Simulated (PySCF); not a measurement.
Gas-phase reaction: 4 Cl + N + 2 GaH ⇌ GaCl₂NH₂ + GaCl₂

Energies from PySCF (xtb for GFN2), thermal terms from the rigid-rotor harmonic-oscillator model, ideal gas at 1 bar. † marks an energy on the PBE0/def2-TZVP geometry and frequencies; other levels use their own. MP2 and CCSD(T) freeze the core. Open shells (unrestricted): Cl (multiplicity 2, electronic degeneracy 6), N (multiplicity 4), GaCl₂ (multiplicity 2); the rest are closed-shell singlets. GFN2 has no spin-polarisation term. Spin-orbit splitting is ignored; it lowers the true energy and changes the entropy of Cl. Ga: all electrons, no relativistic terms. GaH, GaCl₂NH₂, GaCl₂: computed as isolated molecules; such fragments, hydroxides, amides, oligomers or adducts are transient or little studied in the gas. MP2 isn't extrapolated to the basis-set limit; its ΔH°(298 K) is -1847.4 kJ in def2-SVP and -1968.2 kJ in def2-TZVPP. CCSD(T) isn't extrapolated to the basis-set limit; its ΔH°(298 K) is -1730.3 kJ in def2-SVP and -1833.8 kJ in def2-TZVPP. The harmonic model lacks anharmonicity and excited electronic states, which grow with temperature; levels with a mode under 35 cm⁻¹ are left out. Soft modes under 120 cm⁻¹ make the harmonic entropy rough for GaCl₂NH₂, GaCl₂. Warning, point group unlike the PBE0 one: GaCl₂NH₂ (GFN2-xTB).

```csv
level,"ΔE electronic, kJ","ΔH°(298 K), kJ","ΔS°(298 K), J/K","ΔG°(1200 K), kJ"
CCSD(T)/def2-TZVPP†,-1878,-1834,-575,-1137
GFN2-xTB,-2290,-2244,-570,-1551
HF/def2-TZVP†,-1389,-1345,-575,-648
M06-2X/def2-TZVP†,-1988,-1944,-575,-1247
MP2/def2-SVP†,-1891,-1847,-575,-1151
MP2/def2-TZVPP†,-2012,-1968,-575,-1272
PBE0/def2-SVP†,-1948,-1904,-575,-1208
```
ΔH° is lowest at GFN2-xTB and highest at HF/def2-TZVP†. No reference value is set beside these.
